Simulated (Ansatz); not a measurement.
Species: C₂Cl₂F₃, net charge 0, doublet state. It need not be the lowest isomer of its formula. SMILES: FC(F)(F)[C](Cl)Cl
Structure (B3LYP-D3(BJ)/def2-TZVP (Ansatz, a first-principles code) minimum search):
```xyz
7

F     -1.4458     1.0338    -0.9136
C     -1.0041    -0.0161    -0.2079
F     -1.4338    -1.1364    -0.8041
F     -1.5925     0.0420     1.0084
C      0.4955    -0.0028    -0.1099
Cl     1.2817    -1.4445     0.3177
Cl     1.2654     1.4833     0.1700
```
Charge 0, spin multiplicity 2.

Computed values are from Ansatz. Correlated levels leave the core frozen unless marked. Open shells are spin-unrestricted. No spin-orbit coupling. Non-relativistic. CBS marks a two-point X^-3 extrapolation of the correlation energy; Hartree-Fock from the larger set. The bracket is a focal-point correction in the basis named.

* **atomisation energy De**: 2518.7 kJ/mol at RI-MP2/CBS(cc-pV(T+d)Z,cc-pV(Q+d)Z)+[CCSD(T)-MP2]/cc-pV(T+d)Z
* **total energy**: -1294.9524 Eh at RI-MP2/CBS(cc-pV(T+d)Z,cc-pV(Q+d)Z)+[CCSD(T)-MP2]/cc-pV(T+d)Z
* **dipole moment**: 1.32 D at wB97M-V/def2-TZVPD
* **T1 diagnostic**: 0.015 at CCSD/cc-pV(T+d)Z
